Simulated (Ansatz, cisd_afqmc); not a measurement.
Species: P, charge 1, triplet.

Total energies in aug-cc-pV(Q+d)Z, 4 correlated electrons, 5 frozen orbitals. UHF or UKS for unpaired electrons; spin-orbit terms are left out. Cores are frozen in correlated methods. No relativity. The Monte Carlo rows (phaseless AFQMC, CISD trial, step 0.005/hartree) carry one-sigma bars that omit the constraint's bias. Outlying blocks are dropped, and bars are widened where a walk drifts. Over all cases where full CI ran beside it in this data, AFQMC minus full CI had a median of +0.1 mEh and passed +0.4 mEh in a tenth of the cases. Full CI freezes restricted core orbitals and the other rows unrestricted ones, which leaves a small offset even where coupled cluster is exact.

| method | program | energy (Eh) | error against FCI (mEh) |
|---|---|---|---|
| HF | Ansatz | -340.35469 | 88.65 |
| MP2 | Ansatz | -340.42153 | 21.81 |
| CCSD | Ansatz | -340.44005 | 3.29 |
| CCSD(T) | Ansatz | -340.44271 | 0.63 |
| CCSDT(Q) | Ansatz | -340.44342 | -0.07 |
| AFQMC/CISD | cisd_afqmc | -340.4430 ± 0.0001 | 0.4 ± 0.1 |
| FCI | Ansatz | -340.44334 | 0.00 |

Ansatz is an electronic-structure program.
